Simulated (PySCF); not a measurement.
**Deuteron quadrupole couplings in `CC#CC[Si@@H](C)NC`**

Compound: C6H13NSi.
Structure used (GFN2-xTB), in Å, numbered top down from 1:
```
atom  x, y, z in Å
C1    -4.1189    0.7498   -0.1366
C2    -2.6808    0.7543   -0.3181
C3    -1.4936    0.7649   -0.4841
C4    -0.0611    0.7628   -0.6665
Si5    0.8150   -0.3920    0.5842
C6     0.2525   -2.1857    0.3518
N7     2.4945   -0.3699    0.1884
C8     3.3141    0.8197    0.1878
H9    -4.4382   -0.1944    0.3055
H10   -4.4166    1.5657    0.5225
H11   -4.6206    0.8746   -1.0967
H12    0.3044    1.7868   -0.5613
H13    0.1634    0.4421   -1.6867
H14    0.4746    0.0662    1.9484
H15    0.6613   -2.8346    1.1192
H16   -0.8284   -2.2475    0.4096
H17    0.5549   -2.5807   -0.6128
H18    3.0338   -1.1808    0.4530
H19    2.7188    1.6601   -0.1591
H20    4.1603    0.6914   -0.4902
H21    3.7018    1.0642    1.1829
```

Level: PBE0/pcSseg-1 (PySCF, non-relativistic); Q(2H) = 0.00286 b; rigid geometry, the same for H and D, with no vibrational averaging.

Question: Rank these positions by the coupling χzz of a deuteron there, largest first.
A. H20 (methyl hydrogen)
B. H15 (methyl hydrogen)
C. H19 (methyl hydrogen)
D. H14 (Si–H hydrogen)
E. H21 (methyl hydrogen)
F. H18 (N–H hydrogen)

Answer: F (283 kHz), B (221 kHz), C (210 kHz), A (204 kHz), E (199 kHz), D (101 kHz).

Question: Give the electric field gradient Vzz (the principal value of largest size), its asymmetry and the 2H coupling at each hydrogen.

Answer: 
```json
{"atom": "H9", "bonded to": "C1", "bond length (Å)": "1.090", "Vzz (au)": "0.3085", "η": "0.02", "χzz (kHz)": "207"}
{"atom": "H10", "bonded to": "C1", "bond length (Å)": "1.090", "Vzz (au)": "0.3087", "η": "0.02", "χzz (kHz)": "207"}
{"atom": "H11", "bonded to": "C1", "bond length (Å)": "1.090", "Vzz (au)": "0.3083", "η": "0.02", "χzz (kHz)": "207"}
{"atom": "H12", "bonded to": "C4", "bond length (Å)": "1.092", "Vzz (au)": "0.3109", "η": "0.03", "χzz (kHz)": "209"}
{"atom": "H13", "bonded to": "C4", "bond length (Å)": "1.093", "Vzz (au)": "0.3086", "η": "0.04", "χzz (kHz)": "207"}
{"atom": "H14", "bonded to": "Si5", "bond length (Å)": "1.479", "Vzz (au)": "0.1506", "η": "0.01", "χzz (kHz)": "101"}
{"atom": "H15", "bonded to": "C6", "bond length (Å)": "1.085", "Vzz (au)": "0.3291", "η": "0.01", "χzz (kHz)": "221"}
{"atom": "H16", "bonded to": "C6", "bond length (Å)": "1.084", "Vzz (au)": "0.3279", "η": "0.01", "χzz (kHz)": "220"}
{"atom": "H17", "bonded to": "C6", "bond length (Å)": "1.085", "Vzz (au)": "0.3273", "η": "0.02", "χzz (kHz)": "220"}
{"atom": "H18", "bonded to": "N7", "bond length (Å)": "1.009", "Vzz (au)": "0.4206", "η": "0.18", "χzz (kHz)": "283"}
{"atom": "H19", "bonded to": "C8", "bond length (Å)": "1.087", "Vzz (au)": "0.3123", "η": "0.07", "χzz (kHz)": "210"}
{"atom": "H20", "bonded to": "C8", "bond length (Å)": "1.092", "Vzz (au)": "0.3036", "η": "0.05", "χzz (kHz)": "204"}
{"atom": "H21", "bonded to": "C8", "bond length (Å)": "1.096", "Vzz (au)": "0.2959", "η": "0.04", "χzz (kHz)": "199"}
```

Question: Average by the element that carries the hydrogen.

Answer: on C: 210 kHz over 11 positions, mean bond length 1.090 Å; on Si: 101 kHz over 1 position, mean bond length 1.479 Å; on N: 283 kHz over 1 position, mean bond length 1.009 Å.

Question: How does χzz go with the bond length over the 11 C–H bonds?

Answer: A straight-line fit has a slope of -18.0 kHz for each 0.01 Å, with a correlation coefficient of -0.93, over lengths from 1.084 to 1.096 Å. The longer bonds have the smaller couplings here.

Question: Give the 2H NMR doublet splittings at H9 for a magnetic field along the z, y and x axes of the gradient: 3χ/2, 3χ(1 + η)/4, 3χ(1 − η)/4.

Answer: With |χ| = 207.3 kHz and η = 0.021: 311, 159 and 152 kHz, to first order and without motion.

The structure is a single GFN2-xTB conformer in the gas phase; no vibrational or solvent corrections. GFN2-xTB frequencies show an imaginary mode (26i cm⁻¹), so this geometry is no minimum at that level. GFN2-xTB bond lengths can be off by several hundredths of an ångström, more for odd bonds, and the gradients follow them. The small basis limits the accuracy of the gradients.
